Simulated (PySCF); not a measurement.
How methods differ on the excitation energy of Ne+

Ne+ [He] 2s2 2p5 (2P) → Ne+ [He] 2s1 2p6 (2S), as a difference of total energies. All numbers are calculated (PySCF 2.14, the spin-free X2C one-electron Hamiltonian (Gaussian nucleus), in x2c-QZVPPall with one added diffuse shell each of s, p, d, f type (8s5p4d3f1g, 73 functions)). Correlated levels: valence and next inner shell: nothing frozen. The calculations carry no spin-orbit coupling.

```
                                method  excitation energy (eV)
                                   UHF                  29.697
    MP2 (valence and next inner shell)                  27.506
SCS-MP2 (valence and next inner shell)                  27.387
   CCSD (valence and next inner shell)                  27.101
CCSD(T) (valence and next inner shell)                  26.906
```

**Question.** How much does correlation contribute at CCSD(T) (valence and next inner shell)?

**Answer.** 26.906 − (29.697) = -2.791 eV, measured against UHF.

Errors of the correlated levels include the incompleteness of this basis.

For comparison: 26.878 eV (measured; NIST levels, between the centres of gravity of the two terms).
